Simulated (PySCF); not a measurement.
Below is a simulated gas-phase P 2p photoelectron spectrum of `CB(C)[PH][GeH2][Br]`.

Every computed line was given a Gaussian of 0.5 eV full width at half maximum and an area set by the number of equivalent atoms (split 2:1 within a doublet); the highest printed point is 100. The calculation used PySCF 2.14.0, delta-SCF UKS SCAN, pcX-2 on the ionised atom, pcseg-1 elsewhere, spin-free X2C.

binding energy (eV), intensity and a bar:
```
    135.1          0 
    135.2          2 
    135.3          6 ##
    135.4         16 #####
    135.5         36 ###########
    135.6         63 ###################
    135.7         88 ###########################
    135.8        100 ##############################
    135.9         91 ###########################
    136.0         66 ####################
    136.1         39 ############
    136.2         21 ######
    136.3         15 #####
    136.4         21 ######
    136.5         33 ##########
    136.6         45 ##############
    136.7         50 ###############
    136.8         44 #############
    136.9         32 #########
    137.0         18 #####
    137.1          8 ##
    137.2          3 #
    137.3          1 
    137.4          0
```

**Question.** Count the maxima, the lines and the sites behind this envelope.

**Answer.** The curve has 2 maxima (at 135.8 and 136.7 eV). Under it lie 2 lines from 1 inequivalent phosphorus site, drawn as a 2p3/2, 2p1/2 pair.

**Question.** Decompose the envelope and assign each component. Numbering: `[CH3:1][B:2]([CH3:3])[PH:4][GeH2:5][Br:6]`.

**Answer.** 
| position (eV) | relative area | line | atoms | environment |
| --- | --- | --- | --- | --- |
| 135.81 | 0.67 | P 2p3/2 | P4 | three-coordinate phosphorus |
| 136.70 | 0.33 | P 2p1/2 | P4 | three-coordinate phosphorus |

No satellites, vibrations or lifetime broadening are included. The 2p values aren't plain energy differences: one relaxed spin-free 2p hole is combined with a matrix within the shell (ground-state 2p orbital-energy differences and spin–orbit coupling). 2p3/2, the mean of its two sublevels, lies a third of the splitting below the shell's mean and 2p1/2 two thirds above it; the statistical areas are 2:1. 2p1/2 minus 2p3/2 (ligand field included): P 0.89 eV. Geometry: PBE0-D3(BJ)/def2-SVP, one conformer, isolated molecule.

The values belong to the conformer `[CH3:1][B:2]([CH3:3])[PH:4][GeH2:5][Br:6]`: C1–B2–P4–Ge5 64°, B2–P4–Ge5–Br6 45°.
